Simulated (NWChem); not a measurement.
Species: C2H5BrSi; SMILES Br[SiH2]C=C

```xyz
9

Si    -0.8565    -0.6083     0.0035
Br     0.2024     1.3797     0.0196
C      0.3322    -1.9599    -0.4947
C      0.6530    -2.9810     0.3259
H     -1.3770    -0.8844     1.3848
H     -1.9942    -0.4772    -0.9687
H      0.7840    -1.9209    -1.5033
H      1.3478    -3.7826     0.0206
H      0.2354    -3.0625     1.3449
```
Atoms are numbered in this order, from 1.

Program: NWChem. Coordinates come from a PBE-D3(BJ)/def2-SVP optimisation.

For level BHandHLYP/def2-TZVP:

| Quantity | Result |
|---|---|
| highest occupied level (eV) | -9.14 |
| orbital gap (eV) | 9.13 |
| dipole (D) | 2.16 |

**Question.** How do the values read with level KT2/def2-TZVP instead?

**Answer.** 
- highest occupied level (eV) = -7.01
- orbital gap (eV) = 4.94
- dipole (D) = 1.98
